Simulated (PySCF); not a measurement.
F₂HS, SMILES F[SH+]F, charge +1. The structure is a stationary point at PBE0-D3(BJ)/def2-TZVP. The isomer is the one that the SMILES or the coordinates give; other isomers of the formula were not compared.

Problem. Give the equilibrium geometry at PBE0-D3(BJ)/def2-TZVP (PySCF confirms it by a frequency run) as bond lengths and angles, and its point group. (The exact figures need the calculation; the answer reports its results.)

Solution. point group Cs.
Atoms: F1 S2 F3 H4. Bonds (Å): F1–S2 1.520, S2–F3 1.520, S2–H4 1.370. Bond angles (°): F1–S2–F3 102.0, F1–S2–H4 96.7, F3–S2–H4 96.7.
Charge +1, spin multiplicity 1.
